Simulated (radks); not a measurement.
Charge is removed step by step from the 5s1/2 level of the samarium ion Sm9+, starting from [Kr] 4d10 4f4 5s2 5p1. All-electron calculation, Dirac Kohn-Sham, PBEsol, spin-unpolarised, spherical densities, finite nucleus; open shells are shared between the two j in proportion to 2j + 1; Fermi nuclear charge, rms radius 5.0819 fm. Program: a radial shooting solver on a logarithmic mesh with Libxc functionals.

| removed (e) | E - E(0) (eV) | eigenvalue (eV) | E minus straight line (eV) |
|---|---|---|---|
| 0 | 0.000 | -165.64 | 0.000 |
| 0.1 | 16.651 | -167.38 | -0.789 |
| 0.2 | 33.476 | -169.13 | -1.403 |
| 0.3 | 50.477 | -170.88 | -1.842 |
| 0.4 | 67.652 | -172.63 | -2.106 |
| 0.5 | 85.003 | -174.39 | -2.195 |
| 0.6 | 102.53 | -176.14 | -2.109 |
| 0.7 | 120.23 | -177.90 | -1.846 |
| 0.8 | 138.11 | -179.67 | -1.407 |
| 0.9 | 156.17 | -181.43 | -0.792 |
| 1 | 174.40 | -183.20 | 0.000 |

Removing the whole electron costs 174.40 eV by Delta-SCF, against 165.64 eV from minus the eigenvalue at the starting occupation. Slater's transition state (half an electron removed) gives 174.39 eV. Integrating minus the eigenvalue over the occupation (Janak's theorem) gives 174.40 eV. The mean slope of the eigenvalue, de/dn, is 17.6 eV per electron.
